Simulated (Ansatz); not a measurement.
`[Cl][GeH2][I]` and `[CH3][GeH2][I]` differ in one atom or group.

Ansatz, PBE0-D4/def2-TZVP geometries, multiplicity 1. 

Elements past krypton have def2 core potentials. Scalar relativity is left out up to krypton. Spin–orbit coupling is left out; it splits and shifts lone-pair levels of the heavy atoms by tenths of an eV.

```json
{"property": "size of the dipole moment (ωB97M-V/def2-TZVPP) / D", "`[Cl][GeH2][I]`": "1.65"}
{"property": "HOMO–LUMO gap (B3LYP/def2-TZVPP) / eV", "`[Cl][GeH2][I]`": "5.90"}
{"property": "LUMO energy (PBE/def2-TZVPP) / eV", "`[Cl][GeH2][I]`": "-2.33"}
{"property": "HOMO–LUMO gap (PBE0/def2-TZVPP) / eV", "`[Cl][GeH2][I]`": "6.43"}
{"property": "HOMO energy (PBE0/def2-TZVPP) / eV", "`[Cl][GeH2][I]`": "-7.90"}
{"property": "zero-point energy (PBE0-D4/def2-TZVP) / kJ/mol", "`[Cl][GeH2][I]`": "47.2"}
```

**Question.** What does the change do to each property? (Best estimate.)

**Answer.** The calculation gave: 
| property | `[CH3][GeH2][I]` | shift |
| --- | --- | --- |
| size of the dipole moment (ωB97M-V/def2-TZVPP) / D | 2.30 | 0.65 |
| HOMO–LUMO gap (B3LYP/def2-TZVPP) / eV | 6.17 | 0.27 |
| LUMO energy (PBE/def2-TZVPP) / eV | -1.59 | 0.74 |
| HOMO–LUMO gap (PBE0/def2-TZVPP) / eV | 6.68 | 0.25 |
| HOMO energy (PBE0/def2-TZVPP) / eV | -7.41 | 0.49 |
| zero-point energy (PBE0-D4/def2-TZVP) / kJ/mol | 139.4 | 92.2 |

With PBE0 the HOMO rises by 0.49 eV and the LUMO rises by 0.73 eV, so the gap widens by about 0.24 eV. PBE moves the HOMO by 0.47 eV and ωB97M-V by 0.49 eV. The zero-point energy changes by 92.2 kJ/mol with +9 modes. Dipoles are sizes alone; their direction can turn.

B3LYP here is the variant with VWN-RPA as its local correlation; programs differ in this.
